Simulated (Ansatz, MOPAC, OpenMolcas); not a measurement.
GaNH2F2 (SMILES [NH2][Ga]([F])[F]): the HOMO–LUMO gap, rung by rung

The species is GaNH2F2 (6 atoms), meant as a singlet with charge 0. SMILES: `[NH2][Ga]([F])[F]`. The coordinates come from a PBE0-D4/def2-TZVP relaxation.

Each level gives the HOMO–LUMO gap (eV). The values are calculated.

```tsv
level	kind	program	value (eV)	CPU time
PM6	semi-empirical	MOPAC	9.93	under 2 s
HF/cc-pVDZ	Hartree–Fock	Ansatz	14.24	2.3 s
SVWN5/cc-pVDZ	LDA	Ansatz	4.57	3.7 s
PBE/cc-pVDZ	GGA	Ansatz	4.64	5.4 s
r2SCAN/cc-pVDZ	meta-GGA	Ansatz	5.34	13 s
B3LYP/cc-pVDZ	global hybrid	Ansatz	6.49	6.7 s
HSE06/cc-pVDZ	range-separated hybrid	Ansatz	6.35	6.7 s
B2PLYP/cc-pVDZ	double hybrid	OpenMolcas	9.70	29 s
```

All-electron rows without a relativistic Hamiltonian named are non-relativistic. The values span 4.57 to 14.24 eV. Orbital gaps aren't excitation energies, and those of double hybrids come from the SCF part alone; they tend to grow with the share of exact exchange. Times are those of the runs behind each value, whatever else they computed, on shared processors of several kinds: orders of magnitude only.
